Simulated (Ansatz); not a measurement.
Zn2O2⁺. Charge 1, multiplicity 2. Geometry PBE-D4/def2-SVP; atoms count from 1.

Cartesian coordinates in Å:
```
Zn -0.5328 -1.8552 -1.4194
Zn 0.4843 1.3902 1.8903
O 0.3423 -0.1844 -0.6144
O -0.2938 0.6494 0.1435
```

The structure holds one bond between oxygen atoms, so isomers without such links may lie far lower. The charge 1 doublet is spin-contaminated (final ⟨S²⟩ up to 1.60, 0.75 for a pure state). Another isomer (doublet) lies 0.69 eV lower at PBE0-D4/def2-TZVP; other spin states weren't run for this one.

Question: Estimate the Mulliken populations from the PBE0/def2-TZVP orbitals of Ansatz.

Answer: 
```csv
atom,charge (e),spin (α − β),d electrons
Zn1,0.70,-0.83,10.02
Zn2,0.63,0.83,10.02
O3,-0.18,0.42,–
O4,-0.16,0.58,–
```
Mulliken values depend strongly on the basis.

Question: Where does the spin sit?

Answer: Summed by element: Zn 0.00, O 1.00, of 1 unpaired in all. Largest on single atoms: Zn1 -0.83, Zn2 0.83, O4 0.58.

Question: And the Mayer bond orders between heavy atoms (over 0.3)?

Answer: Zn1–O3 0.49 (2.05 Å); Zn2–O4 0.48 (2.05 Å); O3–O4 1.27 (1.29 Å).
